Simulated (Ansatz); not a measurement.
Consider the formal exchange of groups at a Te–Si bond: `C[Te][SiH](O)F` + `O[SiH3]` → `C[Te][SiH2]O` + `O[SiH2]F`.

Gas-phase electronic energies from Ansatz, PBE0-D4/def2-TZVP geometries. CCSD(T)/CBS adds triple-zeta CCSD(T) − MP2 to the extrapolated MP2 energy (def2 sets, frozen cores). Functionals use def2-TZVPP. B3LYP here is the variant with VWN-RPA as its local correlation; programs differ in this. Elements past krypton have def2 core potentials. For Te outer-core shells are correlated without core-valence functions, which leaves a few kJ/mol of doubt a bond. Each species was taken in one conformer, which may not be the lowest.

`C[Te][SiH](O)F`:

Cartesian coordinates in Å:
```
C -0.179 -1.788 0.492
Te -1.634 -0.443 -0.352
Si 0.029 1.337 -0.784
O 0.820 1.783 0.576
F 1.191 0.833 -1.748
H 0.374 -1.283 1.280
H 0.490 -2.130 -0.292
H -0.736 -2.626 0.905
H -0.651 2.470 -1.453
H 0.297 1.849 1.376
```

`O[SiH3]`:

Cartesian coordinates in Å:
```
O -0.180 -0.655 1.087
Si -0.067 0.088 -0.380
H 0.385 -0.339 1.793
H -0.402 1.536 -0.290
H -1.039 -0.600 -1.259
H 1.303 -0.030 -0.951
```

`C[Te][SiH2]O`:

Cartesian coordinates in Å:
```
C -0.335 -1.170 -1.497
Te 1.130 0.399 -1.364
Si 0.345 1.177 0.842
O 0.575 -0.007 1.969
H -1.333 -0.740 -1.511
H -0.211 -1.846 -0.655
H -0.145 -1.698 -2.430
H -1.107 1.513 0.800
H 1.128 2.403 1.148
H -0.048 -0.032 2.697
```

`O[SiH2]F`:

Z-matrix (Å, degrees):
```
Si
F 1 1.596
O 1 1.630 2 111.0
H 1 1.482 2 106.0 3 121.4
H 1 1.474 2 108.2 3 -116.3
H 3 0.958 1 119.1 2 71.8
```

| level | ΔE (kJ/mol) | difference from CCSD(T)/CBS |
| --- | --- | --- |
| PBE-D4 | -3.4 | 2.5 |
| r2SCAN-D4 | -3.0 | 2.9 |
| PBE0-D4 | -4.3 | 1.6 |
| B3LYP-D4 | -4.0 | 1.9 |
| ωB97X-V | -4.7 | 1.2 |
| ωB97M-V | -4.6 | 1.3 |
| B2PLYP | -6.0 | -0.1 |
| PBE | -4.4 | 1.5 |
| r2SCAN | -3.2 | 2.7 |
| PBE0 | -5.2 | 0.7 |
| B3LYP | -5.6 | 0.3 |
| HF/def2-TZVPP | -7.0 | -1.1 |
| MP2/def2-TZVPP | -6.8 | -0.9 |
| SCS-MP2/def2-TZVPP | -6.6 | -0.7 |
| CCSD/def2-TZVPP | -6.5 | -0.6 |
| CCSD(T)/def2-TZVPP | -6.1 | -0.2 |
| HF/def2-QZVPP | -7.0 | -1.1 |
| MP2/def2-QZVPP | -6.7 | -0.8 |
| SCS-MP2/def2-QZVPP | -6.6 | -0.7 |
| HF/CBS(def2) | -7.0 | -1.1 |
| MP2/CBS(def2) | -6.6 | -0.7 |
| CCSD/CBS(def2) | -6.3 | -0.4 |
| CCSD(T)/CBS | -5.9 | 0 |

Largest T1 diagnostic among the species: 0.011.
